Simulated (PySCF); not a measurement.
# How the method moves the HOMO and LUMO of `O[SiH2]O[SiH2][SiH3]`

Compound: H8O2Si3.
Numbering: `[OH:1][SiH2:2][O:3][SiH2:4][SiH3:5]` (hydrogens: H6 on O1; H7, H8 on Si2; H9, H10 on Si4; H11, H12, H13 on Si5)

Structure used (PBE0-D3(BJ)/def2-SVP), in Å, numbered top down from 1:
```
atom  x, y, z in Å
O1    -1.1297    1.3539    0.4719
Si2   -2.0371    0.0348    0.0184
O3    -0.9399   -1.0970   -0.4446
Si4    0.7020   -1.3999   -0.3541
Si5    1.9357    0.5525    0.0796
H6    -1.5590    2.1974    0.6359
H7    -2.8445   -0.4812    1.1606
H8    -2.9315    0.3617   -1.1284
H9     0.9559   -2.4141    0.7167
H10    1.1289   -1.9958   -1.6561
H11    3.3863    0.1916   -0.0484
H12    1.6340    1.6163   -0.9243
H13    1.7054    1.0646    1.4624
```

Basis pcSseg-1 throughout (PySCF), one geometry. One conformer (not necessarily the lowest) at the PBE0-D3(BJ)/def2-SVP geometry, without solvent, vibrations or thermal averaging.

Question: How do the orbital energies, the gap and the dipole change with the method?

Answer: 
```json
{"method": "BLYP", "kind": "GGA", "HOMO (eV)": "-6.59", "LUMO (eV)": "-0.64", "gap (eV)": "5.96", "μ (D)": "2.01", "SCF cycles": "15"}
{"method": "B97-D", "kind": "GGA", "HOMO (eV)": "-6.73", "LUMO (eV)": "-0.65", "gap (eV)": "6.08", "μ (D)": "2.00", "SCF cycles": "15"}
{"method": "PBE", "kind": "GGA", "HOMO (eV)": "-6.74", "LUMO (eV)": "-0.85", "gap (eV)": "5.89", "μ (D)": "1.99", "SCF cycles": "15"}
{"method": "OPBE", "kind": "GGA", "HOMO (eV)": "-6.74", "LUMO (eV)": "-0.70", "gap (eV)": "6.04", "μ (D)": "1.94", "SCF cycles": "15"}
{"method": "KT2", "kind": "GGA", "HOMO (eV)": "-6.81", "LUMO (eV)": "-1.02", "gap (eV)": "5.79", "μ (D)": "1.92", "SCF cycles": "15"}
{"method": "LDA", "kind": "LDA", "HOMO (eV)": "-6.81", "LUMO (eV)": "-1.07", "gap (eV)": "5.74", "μ (D)": "2.04", "SCF cycles": "14"}
{"method": "KT3", "kind": "GGA", "HOMO (eV)": "-6.84", "LUMO (eV)": "-0.86", "gap (eV)": "5.97", "μ (D)": "1.91", "SCF cycles": "15"}
{"method": "BP86", "kind": "GGA", "HOMO (eV)": "-6.85", "LUMO (eV)": "-0.91", "gap (eV)": "5.94", "μ (D)": "2.00", "SCF cycles": "15"}
{"method": "B3LYP", "kind": "global hybrid", "HOMO (eV)": "-7.71", "LUMO (eV)": "-0.11", "gap (eV)": "7.60", "μ (D)": "2.04", "SCF cycles": "13"}
{"method": "HF", "kind": "Hartree–Fock", "HOMO (eV)": "-10.68", "LUMO (eV)": "3.46", "gap (eV)": "14.15", "μ (D)": "2.16", "SCF cycles": "10"}
```

The HOMO spans 4.09 eV, from BLYP down to HF, and the gap runs from 5.74 eV (LDA) to 14.15 eV (HF). Over the methods BLYP (0 %), B97-D (0 %), PBE (0 %), OPBE (0 %), KT2 (0 %), LDA (0 %), KT3 (0 %), BP86 (0 %), B3LYP (20 %), HF (100 %), a straight line through the gap against the share of exact exchange rises by 0.82 eV for each 10 % (correlation coefficient 0.999). The dipole ranges from 1.91 D (KT3) to 2.16 D (HF). This basis has no diffuse functions.
